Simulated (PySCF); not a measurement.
C$_{2}$H$_{6}$Se$_{2}$, triplet, geometry from GFN2-xTB (a higher spin typed on purpose: for a closed-shell molecule this is an excited state). Base run: BLYP/STO-3G run with PySCF.

Geometry (Å):
```xyz
10

C      2.4088    -0.2606    -0.2320
Se     1.0199     0.6388     0.7817
Se    -1.0200    -0.6051    -0.8079
C     -2.4081     0.1429     0.3233
H      3.0740     0.4893    -0.6512
H      1.9459    -0.8442    -1.0248
H      2.9600    -0.9102     0.4427
H     -3.0809     0.7309    -0.2949
H     -1.9455     0.7686     1.0835
H     -2.9511    -0.6762     0.7873
```
Charge 0, spin multiplicity 3.
Orbitals are unrestricted.
All else is at PySCF's defaults.
Base energy -4828.27947 Eh.

The base run was repeated with changes; each row names its change, and settings that it needs were set with it.

```
change                                     ΔE vs base (µEh)  grid points  electrons on the grid        outcome
-----------------------------------------  ----------------  -----------  ---------------------  -------------
base                                                    0.0       127936               86.00000      converged
grids.level = 4                                        -5.2       211840               86.00000      converged
grids.becke_scheme = stratmann                         -1.6       127936               86.00000      converged
grids.atom_grid = (150, 974)                           -3.7       796032               86.00000      converged
grids.level = 2                                         5.0        80800               85.99999      converged
grids.prune = dft.gen_grid.sg1_prune                      -            -                      -  input refused
small_rho_cutoff = 0                                    0.0       127936               86.00000      converged
grids.atom_grid = (50, 194)                            -131        65296               85.99993      converged
grids.prune = dft.gen_grid.treutler_prune              -1.8       115600               86.00000      converged
grids.atom_grid = (75, 302)                             4.7       143416               85.99999      converged
grids.level = 7                                        -3.7       647296               86.00000      converged
```

Open shells are given as the SCF converged; they aren't shown to be the lowest states, and a large step between rows can be another state.

- grids.prune = dft.gen_grid.sg1_prune: ended with `IndexError: index 34 is out of bounds for axis 0 with size 19`
